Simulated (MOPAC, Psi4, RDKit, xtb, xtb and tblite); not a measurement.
Two geometries of C3H7BO3, SMILES CC(=O)CB(O)O, relaxed at GFN2-xTB with one dihedral held; other torsions can differ between them too.

Structure A

```
14

C     -2.0734    -0.2312     0.2136
C     -0.7425    -0.6066    -0.3782
O     -0.6052    -0.8824    -1.5529
C      0.4266    -0.5651     0.5550
B      1.4782     0.5276    -0.0207
O      2.0300     1.4030     0.8396
O      1.7648     0.5722    -1.3358
H     -1.9972     0.7503     0.6766
H     -2.3415    -0.9487     0.9867
H     -2.8426    -0.2200    -0.5544
H      0.9338    -1.5306     0.5188
H      0.1284    -0.3618     1.5791
H      2.6434     2.0192     0.4366
H      1.2341    -0.0278    -1.8743
```

Structure B

```
14

C     -2.0135    -0.1592     0.1762
C     -0.7105    -0.6865    -0.3599
O     -0.5815    -1.0843    -1.4982
C      0.4511    -0.6317     0.5855
B      1.4411     0.5112     0.0049
O      1.7232     1.5765     0.7757
O      1.9055     0.4349    -1.2594
H     -1.8571     0.8334     0.5923
H     -2.3631    -0.8099     0.9756
H     -2.7619    -0.1211    -0.6111
H      0.9811    -1.5838     0.5513
H      0.1372    -0.4274     1.6046
H      2.2961     2.2243     0.3628
H      1.5316    -0.2787    -1.7840
```

**Question.** Which is lower in energy at the level PBE0-D3(BJ)/def2-TZVP // GFN2-xTB run with Psi4, and by how much?

**Answer.** A is lower, by 4.47 kJ/mol (dihedral C2–C4–B5–O6: 135° in A, 120° in B).

E(B) − E(A) in kJ/mol at the other levels, on the same two geometries: GFN2-xTB (xtb and tblite) 2.58; PBE0/def2-TZVP // GFN2-xTB (Psi4) 4.64; PBE/def2-TZVP // GFN2-xTB (Psi4) 4.65; PBE-D3(BJ)/def2-TZVP // GFN2-xTB (Psi4) 4.50; UFF // GFN2-xTB (RDKit) -29.48; PM6, restricted, heats of formation // GFN2-xTB (MOPAC) 1.58; PM3, restricted, heats of formation // GFN2-xTB (MOPAC) -0.03; GFN1-xTB // GFN2-xTB (xtb) 3.34.
